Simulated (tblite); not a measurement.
C₃H₈Cl₃FSi₂.
Atom-mapped SMILES: `[F:1][C@@:2]([Cl:3])([CH2:4][SiH3:5])[SiH2:6][CH:7]([Cl:8])[Cl:9]` (hydrogens: H10, H11 on C4; H12, H13, H14 on Si5; H15, H16 on Si6; H17 on C7)

The geometry is computed with GFN2-xTB (gas phase).

Q: What internal coordinates does the optimisation give?

A: 
| bond | length (Å) |
| --- | --- |
| F1–C2 | 1.375 |
| C2–Cl3 | 1.800 |
| C2–C4 | 1.509 |
| C4–Si5 | 1.919 |
| C2–Si6 | 1.934 |
| Si6–C7 | 1.925 |
| C7–Cl8 | 1.776 |
| C7–Cl9 | 1.780 |
| C4–H10 | 1.089 |
| C4–H11 | 1.091 |
| Si5–H12, Si5–H13, Si5–H14 | 1.461 |
| Si6–H15 | 1.455 |
| Si6–H16 | 1.461 |
| C7–H17 | 1.089 |

Bonds in one row agree within 0.01 Å and their mean is given. A selection of angles:
| angle | degrees |
| --- | --- |
| F1–C2–Cl3 | 105.4 |
| F1–C2–C4 | 109.1 |
| F1–C2–Si6 | 109.3 |
| Cl3–C2–C4 | 109.6 |
| Cl3–C2–Si6 | 104.8 |
| C4–C2–Si6 | 117.8 |
| C2–C4–Si5 | 112.8 |
| C2–Si6–C7 | 109.1 |
| Si6–C7–Cl8 | 107.7 |
| Si6–C7–Cl9 | 109.5 |
| Cl8–C7–Cl9 | 109.9 |

Dihedral angles: F1–C2–C4–Si5 -66° (synclinal); F1–C2–Si6–C7 -81° (synclinal); C2–Si6–C7–Cl8 -178° (antiperiplanar).

Si6 (SiH2 silicon) is distorted tetrahedral (angles from 107.1° to 116.6°). Si5 (SiH3 silicon) is tetrahedral (angles from 106.3° to 111.7°). The C–Cl distances run from 1.776 Å (C7–Cl8, drawn single) to 1.800 Å (C2–Cl3, drawn single), a spread of 0.024 Å.

Point group: C1 (no symmetry element, even within 0.4 Å). Its GFN2-xTB frequencies are all real (lowest 18 cm⁻¹). One conformer, not necessarily the lowest. 3 starts were optimised and ended at 0.00, 0.00 and 1.71 kcal/mol (GFN2-xTB); the lowest of these is shown.

Hardware: one thread, Intel Xeon at 2.70 GHz (x86_64), shared host with 64 logical CPUs at a one-minute load of 59. Cost: 2.8 s. These figures are those of the optimisation.
